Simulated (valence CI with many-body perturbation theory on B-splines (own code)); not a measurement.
Values are calculated unless marked as measured or tabulated.
# Level structure of Au64+

Level of theory: relativistic CI+MBPT: five valence electrons over a frozen Dirac-Fock core [Ne], a basis of 9 s, 9 p, 8 d, 6 f, 3 g, 1 h functions for each j, with the one-electron correlation potential Σ1, the two-electron term Σ2, the three-electron term Σ3, Breit, model QED; selected CI, second order for the rest (own B-spline code, finite nucleus).

No measured spectrum was set against this ion. As an estimate, large intervals hold to a few tenths of a per cent, small ones and those within an open d or f shell to about a per cent. Among the levels kept, up to 640 cm⁻¹ of a level comes from second order outside the variational space, and about a tenth of that is noise between levels of different J, which matters for small intervals.

Levels 46 to 51 of 51, with energies above the lowest level, (3s^2 3p1/2^2 3p3/2) J=3/2. "Leading %" is the weight of the configuration and term that name the level; weights of strongly mixed levels are sums over their largest components and can fall short. In the jj column 3d3/2^4 stands for four electrons in 3d with j = 3/2.

```json
{"No.": "46", "Configuration": "3s2 3p 3d2", "Term": "4D°", "J": "3/2", "E (eV)": "1108.0", "Leading %": "42", "Second component": "19 % 3s2 3p 3d2 2D°", "Leading jj": "3s^2 3p1/2 3d3/2 3d5/2 (96 %)"}
{"No.": "47", "Configuration": "3s2 3p 3d2", "Term": "4P°", "J": "1/2", "E (eV)": "1110.8", "Leading %": "47", "Second component": "27 % 3s2 3p 3d2 4D°", "Leading jj": "3s^2 3p1/2 3d3/2 3d5/2 (97 %)"}
{"No.": "48", "Configuration": "3s2 3p 3d2", "Term": "2H°", "J": "9/2", "E (eV)": "1111.9", "Leading %": "52", "Second component": "32 % 3s2 3p 3d2 2G°", "Leading jj": "3s^2 3p1/2 3d3/2 3d5/2 (98 %)"}
{"No.": "49", "Configuration": "3s2 3p 3d2", "Term": "4D°", "J": "5/2", "E (eV)": "1147.6", "Leading %": "23", "Second component": "16 % 3s2 3p 3d2 4F°", "Leading jj": "3s^2 3p1/2 3d3/2 3d5/2 (81 %)"}
{"No.": "50", "Configuration": "3s 3p4", "Term": "4P", "J": "3/2", "E (eV)": "1148.2", "Leading %": "70", "Second component": "16 % 3s 3p4 2D", "Leading jj": "3s 3p1/2 3p3/2^3 (87 %)"}
{"No.": "51", "Configuration": "3s2 3p 3d2", "Term": "2F°", "J": "7/2", "E (eV)": "1151.3", "Leading %": "41", "Second component": "24 % 3s2 3p 3d2 2G°", "Leading jj": "3s^2 3p1/2 3d3/2 3d5/2 (86 %)"}
```
